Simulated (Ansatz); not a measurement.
One change: `F[C]1([GeH3])O[SiH2]1` becomes `FC1(CCl)O[SiH2]1`.

Ansatz, PBE0-D4/def2-TZVP geometries, multiplicity 1. Each molecule was computed in one conformer, which needn't be the lowest.

Scalar relativity is left out up to krypton.

```
                               property  `F[C]1([GeH3])O[SiH2]1`
     LUMO energy (PBE0/def2-TZVPP) / eV                    -0.96
    HOMO energy (B3LYP/def2-TZVPP) / eV                    -7.09
      LUMO energy (PBE/def2-TZVPP) / eV                    -1.78
  HOMO–LUMO gap (B3LYP/def2-TZVPP) / eV                     5.90
HOMO–LUMO gap (ωB97M-V/def2-TZVPP) / eV                    10.26
   HOMO–LUMO gap (PBE0/def2-TZVPP) / eV                     6.33
```

(1) What does the change do to each property? (Best estimate.)

Answers

(1) Computed: 
| property | `FC1(CCl)O[SiH2]1` | shift |
| --- | --- | --- |
| LUMO energy (PBE0/def2-TZVPP) / eV | -1.17 | -0.21 |
| HOMO energy (B3LYP/def2-TZVPP) / eV | -7.58 | -0.49 |
| LUMO energy (PBE/def2-TZVPP) / eV | -2.00 | -0.22 |
| HOMO–LUMO gap (B3LYP/def2-TZVPP) / eV | 6.17 | 0.27 |
| HOMO–LUMO gap (ωB97M-V/def2-TZVPP) / eV | 10.59 | 0.33 |
| HOMO–LUMO gap (PBE0/def2-TZVPP) / eV | 6.61 | 0.28 |

With PBE0 the HOMO falls by 0.50 eV and the LUMO falls by 0.21 eV, so the gap widens by about 0.29 eV. PBE moves the HOMO by -0.45 eV and ωB97M-V by -0.53 eV.

Positive LUMOs are unbound, so they and the gaps depend on the basis.

B3LYP here is the variant with VWN-RPA as its local correlation; programs differ in this.
